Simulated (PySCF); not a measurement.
A structure optimised at PBE-D3(BJ)/def2-SVP, used in a PySCF frequency run:

```xyz
11

B     -0.4777    -0.3445    -0.0845
C     -1.7580    -1.2473    -0.2572
H     -1.5084    -2.2974    -0.5054
H     -2.4662    -0.8456    -1.0079
H     -2.3020    -1.2713     0.7143
N     -0.5161     1.0633    -0.3371
C     -0.8115     2.1999    -0.6246
O     -1.0599     3.3226    -0.8953
N      0.7643    -0.8905     0.3698
C      1.6778    -1.5861     0.7481
O      2.5947    -2.2317     1.1196
```

Q: Write its SMILES and formula.

A: CB(N=C=O)N=C=O, C3H3BN2O2

Q: What are its rotational constants (standard atomic weights)?

A: 4.2894, 0.89343, 0.74286 GHz
